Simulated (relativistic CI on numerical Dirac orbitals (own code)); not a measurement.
**Slater and spin-orbit integrals, Gd II**

Method of calculation: Dirac-Coulomb-Breit CI, KLI orbitals optimised for each configuration, QED by a radiative potential, valence Slater integrals scaled by 0.85, P86 correlation energy added to each configuration (own radial code, finite nucleus).

Slater integrals F^k, G^k are unscaled and averaged over j, outside the closed core [Xe]; ζ comes from projecting the Hamiltonian with its Breit term on Σ l·s of the shell.

- 4f⁷5d6s: F^2(4f,4f) = 111630, F^4(4f,4f) = 69747, F^6(4f,4f) = 50097, ζ(4f) = 1520, F^2(4f,5d) = 23182, F^4(4f,5d) = 11123, G^1(4f,5d) = 11470, G^3(4f,5d) = 8856.5, G^5(4f,5d) = 6641, ζ(5d) = 627.23, G^3(4f,6s) = 2459.6, G^2(5d,6s) = 19636 cm⁻¹; <r>(4f) = 0.8622, <r^2>(4f) = 0.9756, <r>(5d) = 2.624, <r^2>(5d) = 8.271, <r>(6s) = 3.731, <r^2>(6s) = 15.66 (bohr units).
- 4f⁸6s: F^2(4f,4f) = 103320, F^4(4f,4f) = 64193, F^6(4f,4f) = 46011, ζ(4f) = 1419.9, G^3(4f,6s) = 2533.5 cm⁻¹; <r>(4f) = 0.9277, <r^2>(4f) = 1.183, <r>(6s) = 3.932, <r^2>(6s) = 17.42 (bohr units).
- 4f⁸7s: F^2(4f,4f) = 103870, F^4(4f,4f) = 64551, F^6(4f,4f) = 46270, ζ(4f) = 1409.6, G^3(4f,7s) = 774.39 cm⁻¹; <r>(4f) = 0.9201, <r^2>(4f) = 1.147, <r>(7s) = 8.259, <r^2>(7s) = 76.99 (bohr units).

In this model ζ of a weakly bound d, f or g electron outside closed shells comes out too small, for d by up to a factor of two or three and at times with the wrong sign; that of an outer p electron is too small as well.

For a near-neutral ion this model can misplace configurations by up to about 10,000 cm⁻¹ (more where the count of f electrons changes) and terms by 10 to 25 % of their spread. Rates follow the energies as ν³ (E1, M1) or ν⁵ (E2), so they and the lifetimes can be off by large factors. The fine structure of a lone outer electron comes out too small, for d and f at times inverted, and misplaced configurations move strength between like terms. 17 of the 54 excited levels that our extract of the measured tables holds in this range could be paired (the sources list more); they are missed by 14197 cm⁻¹ on average and 18858 at most, and levels without a partner can miss by more. Some levels of the ground configuration have no partner and can miss by 10 % or more.

Averages of the first 3 configurations, taken without configuration mixing, which lowers the lowest level and can move excited configurations by several eV; other configurations of the list can lie among them:

| Configuration | Parity | States | Average energy above the lowest level (eV) |
| --- | --- | --- | --- |
| 4f⁷5d6s | odd | 68640 | 11.9 |
| 4f⁸6s | even | 6006 | 10.8 |
| 4f⁸7s | even | 6006 | 16.5 |
